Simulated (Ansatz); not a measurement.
These are frozen-core CCSD(T)/cc-pVTZ // PBE0-D3(BJ)/def2-TZVP in Ansatz (a program for electronic structure) values and carry that method's errors.

Ansatz 0.2 input:
```yaml
crystal:
  periodic: [false, false, false]
  atoms:
    - { symbol: C, position_ang: [-2.003764, 0.045816, 0.464683] }
    - { symbol: C, position_ang: [-0.583481, -0.399396, 0.357258] }
    - { symbol: C, position_ang: [0.416538, 0.257426, -0.240069] }
    - { symbol: O, position_ang: [0.291926, 1.467105, -0.860129] }
    - { symbol: Si, position_ang: [2.158507, -0.424115, -0.299007] }
    - { symbol: H, position_ang: [-2.678465, -0.67758, -0.002859] }
    - { symbol: H, position_ang: [-2.199768, 1.012938, -0.007443] }
    - { symbol: H, position_ang: [-2.30867, 0.136644, 1.511536] }
    - { symbol: H, position_ang: [-0.337724, -1.353679, 0.810121] }
    - { symbol: H, position_ang: [-0.621175, 1.769265, -0.799681] }
    - { symbol: H, position_ang: [3.106839, 0.506244, 0.367553] }
    - { symbol: H, position_ang: [2.158767, -1.731968, 0.404096] }
    - { symbol: H, position_ang: [2.600468, -0.608702, -1.706061] }
basis:
  gaussian: { orbitals: cc-pVTZ }
correlation:
  method: ccsd_t
```

Output:

```
Functional definition: HF
1522 factors; integrals over basis functions are off by at most 1.1e-3 eV
mean field evaluation 1: about -13114.9212 eV, gradient 3.7e1 eV
mean field evaluation 2: about -13115.2294 eV, gradient 3.7e1 eV
mean field evaluation 4: about -13118.8693 eV, gradient 4.4e0 eV
mean field evaluation 8: about -13118.9332 eV, gradient 2.9e-1 eV
mean field evaluation 16: about -13114.9203 eV, gradient 3.7e1 eV
mean field -13118.93359428 eV, -482.1119172571 hartree, gradient 2.6e-6 eV, S^2 0.000000; 0 other end points of the search recorded, 0 dependent functions left out
9 core orbitals not correlated
reference -13118.93359428 eV, -482.1119172571 hartree; 15, 15 occupied and 242, 242 virtual orbitals, 1522 factors
second order -23.63325841 eV of doubles, -0.00000000 eV of singles
cycle   1  -24.16591910 eV  change   -5.3e-1 eV  update   1.1e-1
cycle   2  -24.79546727 eV  change   -6.3e-1 eV  update   3.3e-2
cycle   3  -24.93414314 eV  change   -1.4e-1 eV  update   1.7e-2
cycle   4  -24.92489161 eV  change    9.3e-3 eV  update   4.3e-3
cycle   5  -24.92377655 eV  change    1.1e-3 eV  update   2.1e-3
cycle   6  -24.92456033 eV  change   -7.8e-4 eV  update   5.5e-4
cycle   7  -24.92426238 eV  change    3.0e-4 eV  update   2.5e-4
cycle   8  -24.92421831 eV  change    4.4e-5 eV  update   9.1e-5
cycle   9  -24.92423821 eV  change   -2.0e-5 eV  update   3.7e-5
perturbative correction -1.03201568 eV, -0.0379258766 hartree
Total energy: -13144.88984816 eV, -483.0657919936 hartree
```

Cost: around 11 core-minutes (rough).
